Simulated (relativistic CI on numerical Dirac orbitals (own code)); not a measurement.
Cr⁶⁺ in a cubic cluster: L2,3 absorption with charge transfer

Computed with a charge-transfer multiplet model of a cubic metal-ligand cluster with up to 2 ligand holes, Slater and spin-orbit integrals from Dirac-Coulomb-Breit ions, Slater integrals scaled by 0.8. The ground state mixes d0 with configurations of k ligand holes L, whose averages lie at kΔ + k(k − 1)U_dd/2; a core hole lowers each added d electron by U_cd. 300 K, Lorentzian 0.4 eV and Gaussian 0.3 eV FWHM.

Atomic integrals in eV (Slater integrals scaled, ζ unscaled), ground: F2dd 9.377, F4dd 5.906, zeta_d 0.039; with the core hole: F2dd 9.377, F4dd 5.906, zeta_d 0.067, zeta_core 5.615, F2cd 6.891, G1cd 5.439, G3cd 3.098. Where a configuration has fewer than two d electrons, the dd integrals are those of d2.

Cluster parameters (eV): Δ = -0.6, U_dd = 5.5, U_cd = 6.2, 10Dq = 0.8, 10Dq(ligand) = 0.1, final-state hopping factor = 1.

Weights, n_d and S are thermal averages at 300 K. Photon energies count from the first peak over 30 % of the highest in each spectrum, which can be another peak from case to case. The parameters are a model scan and need not match a compound or its usual spin state. Peaks in eV (height, largest 100): -2.3 (11), 0.0 (76), 1.4 (13), 2.9 (8), 3.9 (12), 6.9 (21), 8.5 (100), 11.2 (6).

**Question.** Which parameters give this spectrum?
A. V(eg) = 4.3 eV, V(t2g) = -2.31 eV
B. V(eg) = 3.4 eV, V(t2g) = -1.83 eV
C. V(eg) = 3.1 eV, V(t2g) = -1.67 eV

**Answer.** C. V(eg) = 3.1 eV, V(t2g) = -1.67 eV; the ground state then has 0.98 d electrons and S = 0.00. The choice follows from running the model for each set and comparing peak positions and heights. The space is cut while the next configuration still counts.
